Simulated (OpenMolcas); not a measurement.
# Co7+: Racah parameters, the spin-orbit constant, worked from levels

| Property | Result |
| --- | --- |
| Program | OpenMolcas 26.06 |
| Basis | ANO-RCC-VQZP [7s6p4d3f2g1h] |
| Scalar Hamiltonian | DKH2, point nucleus |
| Active space | 2 electrons in 10 orbitals (3d 4d) |
| State averaging | 2S+1 = 3 even, 10 roots; 2S+1 = 1 even, 15 roots |
| Spin-orbit coupling | RASSI with atomic mean-field integrals over the reference wave functions, term energies averaged over their components |

Methods: CASSCF; SS-CASPT2, IPEA 0.25 Eh, imaginary shift 0.1 Eh (closed shells correlated: 3s 3p). Measured levels: Sugar and Corliss, J. Phys. Chem. Ref. Data 10, 1097 (1981).

**Racah parameters.** Above ³F, d2 has ³P at 15B, ¹G at 12B + 2C and ¹D at 5B + 2C. The first two fix B and C, and the third tests them; where it misses by thousands of cm-1, two parameters do not describe the configuration (Trees and configuration-interaction terms are left out) and B and C hang on the terms chosen. Term energies are centres of gravity, weighted by 2J + 1.

```csv
Source,³P,¹G,B,C,C/B,"¹D from B, C",¹D found
CASSCF,25872,33512,1725,6407,3.71,21439,21338
SS-CASPT2,22453,31294,1497,6666,4.45,20817,17882
measured,21631,30536,1442,6616,4.59,20442,17800
```

Energies in cm-1. From CASSCF to SS-CASPT2, B changes by -13.2 % and C by +4.0 %. Against the measured terms, SS-CASPT2 has B off by +3.8 % and C by +0.8 %.

**The spin-orbit constant.** For the Hund term ³F of d2, E(J) = (A/2) J(J+1) + constant and ζ = 2S·A = 2A. From J = 2 to J = 4 the energy changes by 7 A.

```
   Source  E(4) - E(2)      A    ζ
   CASSCF       3205.1  457.9  916
SS-CASPT2       3217.6  459.7  919
 measured       3144.0  449.1  898
```

All in cm-1. SS-CASPT2 is off by +2.3 % and CASSCF by +1.9 %. Both methods take the spin-orbit matrix elements from the reference wave functions, so the second can move ζ only through the term energies and any multistate remixing. Second-order mixing with other terms is absorbed into this ζ.

CASPT2 breaks the degeneracy within a term, and the mean is taken; among the terms shown or strongly mixed into the levels shown the widest spread is 940 cm-1 (3d² ¹G, SS-CASPT2). Active for correlation alone: 4d; no level in the range computed is led by a configuration that fills it, so any true level of that kind is missing. Without dynamic correlation excited terms often stand tens of per cent too high (terms of higher spin than the ground term too low), and those without a measured partner can miss by more than the paired ones (holds for CASSCF). Computed and measured levels are paired by configuration, term and J; levels that our copy of the source lacks, or whose pairing is in doubt (as where it misses far off the trend of its configuration), stay unpaired and out of the deviations. Levels of configurations outside the active space are missing.
